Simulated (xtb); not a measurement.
Se(iPr)(SH) (C₃H₈SSe), SMILES CC(C)[Se]S. All values are semi-empirical tight-binding results from xtb (GFN2-xTB unless named), good for trends rather than for accurate numbers. Geometry optimised at GFN2-xTB. The values are those of a single conformer.

Optimised geometry:

```xyz
13

Se    -0.3188     0.1712     0.7264
C      0.5868    -1.1086    -0.5449
C      0.9447    -2.3622     0.2304
C      1.7942    -0.4449    -1.1753
H     -0.1683    -1.3304    -1.3064
H      1.4025    -3.0896    -0.4381
H      1.6526    -2.1301     1.0249
H      0.0587    -2.8106     0.6769
H      1.5122     0.4815    -1.6739
H      2.2381    -1.1093    -1.9152
H      2.5432    -0.2185    -0.4187
S     -1.0080     1.6698    -0.6747
H     -2.2243     1.1652    -0.9113
```
Charge 0, spin multiplicity 1.

Question: Estimate the properties. (An estimate is asked for; the answer gives what the named calculation found.)

Answer: 
```
Item                                           Result
--------------------------------------  -------------
orbital gap                                   3.45 eV
zero-point energy                       63.3 kcal/mol
G − E(el) at 298.15 K (modified RRHO)   42.5 kcal/mol
static polarisability (D4 model)           86.0 bohr³
solvation energy, GFN2-xTB/ALPB(water)  -1.3 kcal/mol
solvation energy, GFN2-xTB/ALPB(ether)  -6.5 kcal/mol
```

Computed atomic charges and the Wiberg bond orders between heavy atoms:
charges (e) Se1 -0.12, C2 0.02, C3 -0.10, C4 -0.10, H5 0.04, H6 0.05, H7 0.05, H8 0.05, H9 0.05, H10 0.04, H11 0.05, S12 -0.19, H13 0.17. Bond orders Se1–C2 0.94, C2–C3 1.02, C2–C4 1.02, Se1–S12 1.30.
